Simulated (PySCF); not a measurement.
A structure optimised at PBE-D3(BJ)/def2-SVP, used in a PySCF frequency run:

```
C
F 1 1.3432
F 1 1.3432 2 109.48
F 1 1.3563 2 108.02 3 -117.40
C 1 1.5189 2 109.68 4 -122.20
F 5 1.3276 1 114.60 2 -174.07
F 5 1.3276 6 112.42 1 133.15
```
Charge 0, spin multiplicity 2.

Task: Write its SMILES, formula and point group.

Result: F[C](F)C(F)(F)F, C₂F₅, Cs

Task: What are its rotational constants (standard atomic weights)?

Result: 3.6784, 2.3682, 1.9442 GHz
